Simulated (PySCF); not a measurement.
Level of theory: PySCF, delta-SCF UKS SCAN, pcX-2 on the ionised atom, pcseg-1 elsewhere, spin-free X2C. Geometries: PBE0-D3(BJ)/def2-SVP; isolated species, one conformer each. Kα1 is taken as the energy difference of the 1s-hole and 2p3/2-hole states at the ground state's geometry. The 2p values aren't plain energy differences: one relaxed spin-free 2p hole is combined with a matrix within the shell (ground-state 2p orbital-energy differences and spin–orbit coupling). 2p3/2, the mean of its two sublevels, lies a third of the splitting below the shell's mean and 2p1/2 two thirds above it; the statistical areas are 2:1.

```csv
site,Cl 2p3/2 (eV)
chlorine in `C[C](C)(C)[GeH2][Cl]`,205.18
chlorine in `OB(O)[SiH2]Cl`,205.56
chlorine in `CC1=CC=C(Cl)C=C1`,206.02
```

Question: What are the Cl 1s binding energies, and the Kα1 emission energies that follow?

Answer: 
| site | bonded to | 1s (eV) | 2p3/2 (eV) | Kα1 = 1s − 2p3/2 (eV) |
| --- | --- | --- | --- | --- |
| chlorine in `C[C](C)(C)[GeH2][Cl]` | Ge | 2827.78 | 205.18 | 2622.60 |
| chlorine in `OB(O)[SiH2]Cl` | Si | 2828.14 | 205.56 | 2622.58 |
| chlorine in `CC1=CC=C(Cl)C=C1` | C | 2828.64 | 206.02 | 2622.62 |

Ranges: 1s 0.86 eV, 2p3/2 0.84 eV, Kα1 0.04 eV.
